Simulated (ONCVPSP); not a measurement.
## How hard is this phosphorus ONCV potential?

* Element: P (Z = 15)
* Generator: ONCVPSP 4.0.1
* Type: optimised norm-conserving Vanderbilt (ONCV)
* Functional: PBEsol
* Relativity: scalar-relativistic
* Frozen core: [Ne]
* Valence charge: 5
* Reference configuration: 3s2 3p3
* Partial waves: 3s: rc 1.55 bohr, ncon 4, nbas 8, qcut 4.9 1/bohr, local; 3p: rc 1.55 bohr, ncon 5, nbas 9, qcut 4.4 1/bohr, 3 projectors, debl 2.1 Ha
* Local potential: the s channel
* Core correction: Teter function, fcfact 3, rcfact 1.25

Q: For each optimised wave give the share of its norm inside rc, the residual kinetic energy above qcut (Ha) and the cutoffs (Ha) for errors of 10, 1, 0.1 and 0.01 mHa per electron.

A:

| wave | norm inside rc | residual KE | 10 mHa | 1 mHa | 0.1 mHa | 0.01 mHa |
| --- | --- | --- | --- | --- | --- | --- |
| 3s | 0.351 | 2.4e-04 | 7.1 | 10.2 | 17.5 | 58.7 |
| 3p | 0.213 | 2.0e-04 | 3.0 | 4.5 | 17.6 | 95.3 |
| p projector 2 | 0.111 | 6.8e-03 | 5.6 | 104.2 | 135.8 | 149.1 |
| p projector 3 | 0.118 | 2.2e-02 | 37.1 | 161.5 | 180.8 | 197.4 |

The occupied waves need 10 Ha and 18 Ha for 1 and 0.1 mHa. The cutoffs count occupied waves only; projector 3 of the p channel, the hardest unoccupied one, needs 162 Ha at the loose tolerance. Note: ghosts flagged at negative energy: p at -68.4 eV; GHOST(+) flags only above 600 eV. A true bound ghost makes a file unfit for plane-wave use.
